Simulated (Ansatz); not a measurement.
Cost and result for the atomization energy of H2I2Sn, SMILES `[I][SnH2][I]` (5 atoms, 4 bonds).

```xyz
5

I     1.2447   -1.8610    1.1796
Sn   -0.0853    0.2055    0.1304
I    -0.3860   -0.2090   -2.4922
H    -1.6290    0.2591    0.8400
H     0.8555    1.6054    0.3423
```

Charge 0, multiplicity 1. Correlated methods include outer-core shells of I, Sn, which these sets cover unevenly. I, Sn takes the def2 core potential. All single points use the PBE0-D4/def2-TZVP geometry. Program: Ansatz. All runs use 4 threads of an Arm Neoverse V2 on a shared host. Times are those of one run each, without the atoms' runs, and a repeat can differ threefold. Electronic energies, without spin–orbit coupling; frozen cores. CCSD(T)/CBS adds CCSD(T) − MP2 in def2-TZVPP to the MP2 limit, and its time is that of the two runs behind it. T1 = 0.010. With those shells the extrapolation isn't a true limit. B3LYP takes the VWN-RPA correlation (the form of Gaussian; ORCA's B3LYP/G). HSE06 is the plane-wave form, built on full-range PBE exchange.

CCSD(T)/CBS is a level of theory with its own doubt, some kJ/mol a heavy atom from the limit and from the frozen cores, so smaller differences don't rank the functionals.

```tsv
level	functions	wall time	atomization (kJ/mol)	difference from CCSD(T)/CBS	per bond
LDA (SPW92)/def2-TZVPP	178	0.8 s	1191.0	121.1	30.3
BLYP-D4/def2-TZVPP	178	1.4 s	998.4	-71.5	-17.9
PBE0-D4/def2-TZVPP	178	1.9 s	1023.7	-46.2	-11.6
HSE06-D4/def2-TZVPP	178	2.1 s	1023.8	-46.1	-11.5
CCSD(T)/def2-SVP	88	2.1 s	931.9	-138.0	-34.5
CAM-B3LYP-D4/def2-TZVPP	178	2.4 s	1008.9	-61.0	-15.3
B3LYP-D4/def2-TZVPP (with forces)	178	2.8 s	1011.5	-58.4	-14.6
r2SCAN-D4/def2-TZVPP (with forces)	178	3.3 s	1032.1	-37.8	-9.4
PBE-QIDH/def2-TZVPP	178	3.8 s	1023.5	-46.4	-11.6
ωB97X-V/def2-TZVPP	178	5.5 s	1039.8	-30.1	-7.5
MP2/def2-QZVPP	306	7 s	1048.2	-21.7	-5.4
CCSD(T)/def2-TZVPP	178	29 s	1005.2	-64.7	-16.2
CCSD(T)/CBS(def2)	–	36 s	1069.9	0.0	0.0
```

From r2SCAN to r2SCAN0 (25 % exact exchange), in def2-TZVPP and without D4, the atomization energy moves by −13.9 kJ/mol: exact exchange takes away binding that semilocal exchange gives to molecules. Leaving LDA and LC-ωPBE aside and taking each functional with its dispersion term where it has one, the values, not all of them listed here, spread over 49.1 kJ/mol, from revPBE-D4 to B97M-V. LDA lies +177.7 kJ/mol from PBE without D4, its usual overbinding. In def2-TZVPP, CCSD(T) changes the Hartree–Fock value by +297.4 kJ/mol (the triples alone add +25.0 kJ/mol) and MP2 by +301.8 kJ/mol; breaking electron pairs costs correlation energy, which Hartree–Fock lacks.

Spin–orbit coupling would lower the free I, Sn atoms strongly, and the atomization energy with them, by more than many differences here. For some Ge, Se and Sn compounds the MP2-based and the directly extrapolated limit differ by 10 to 25 kJ/mol.
